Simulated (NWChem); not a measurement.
# Basis-set convergence for H$_{4}$SSi

```xyz
6

Si     0.9711     0.3765     0.0000
S     -1.0165    -0.4759     0.0000
H      1.2204     1.2113     1.2101
H      1.8888    -0.7942     0.0000
H      1.2204     1.2113    -1.2101
H     -1.6608     0.7150     0.0000
```
Charge 0, spin multiplicity 1.

The numbers come from NWChem runs, not from measurements. Structure: optimised with B3LYP/def2-SVP, a minimum by its harmonic frequencies.

Quantity: first vertical ionisation energy at the level G0W0@PBE0.

GW and range-separated runs recompute their integrals, the others keep them in memory, which bears on the times. The structure started from a generated list of species.

Relative cost: rough, from shared machines, SCF included, def2-SVP = 1.

Problem. In def2-QZVP the value is 9.85 eV. Among def2-SVP, def2-SVPD, def2-TZVP, def2-TZVPD, which is the smallest basis within 0.1 eV of it?

Solution. No smaller set comes that close. def2-QZVP isn't the basis-set limit itself, and a small set can land close by cancellation.

```json
[
 {"basis": "def2-SVP", "functions": "56", "first vertical ionisation energy (eV)": "9.16", "relative cost": "1"},
 {"basis": "def2-SVPD", "functions": "83", "first vertical ionisation energy (eV)": "9.22", "relative cost": "under 3"},
 {"basis": "def2-TZVP", "functions": "98", "first vertical ionisation energy (eV)": "9.60", "relative cost": "4"},
 {"basis": "def2-TZVPD", "functions": "125", "first vertical ionisation energy (eV)": "9.58", "relative cost": "7"},
 {"basis": "def2-QZVP", "functions": "260", "first vertical ionisation energy (eV)": "9.85", "relative cost": "60"}
]
```
